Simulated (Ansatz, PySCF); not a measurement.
This PySCF input computes a BLYP/def2-TZVPD energy:

```python
from pyscf import gto, scf, dft

mol = gto.M(
    atom='''
    Mg   -0.00000000   -0.00000000   -0.13407931
    H     0.00000000    0.00000000    1.60895168
    ''',
    basis='def2-tzvpd',
    charge=0,
    spin=1,
    symmetry='C2v',
    verbose=4,
)

mf = dft.UKS(mol, xc='blyp').density_fit(auxbasis='def2-universal-jkfit')
mf.grids.level = 3
mf.conv_tol = 1e-9
mf.max_cycle = 100
mf.max_memory = 1500
mf.kernel()
if not mf.converged:
    mf = mf.newton()
    mf.kernel(mf.make_rdm1())
mf.analyze()
```

### Question
Write an input for the same energy in Ansatz (an electronic-structure program) and say what it gives.

### Answer

Ansatz 0.2 input:
```yaml
crystal:
  periodic: [false, false, false]
  atoms:
    - {symbol: Mg, position_ang: [-0.00000000, -0.00000000, -0.13407931]}
    - {symbol: H, position_ang: [0.00000000, 0.00000000, 1.60895168]}
basis:
  gaussian:
    orbitals: def2-TZVPD
hamiltonian:
  xc: {name: BLYP}
magnetization: {spin_polarized: true, initial_magnetization: 1}
output: {forces: true}
```
It gives -200.62715 Eh, and PySCF -200.62719 Eh, a difference of 0.04 mEh, from the treatment of integrals and grids.
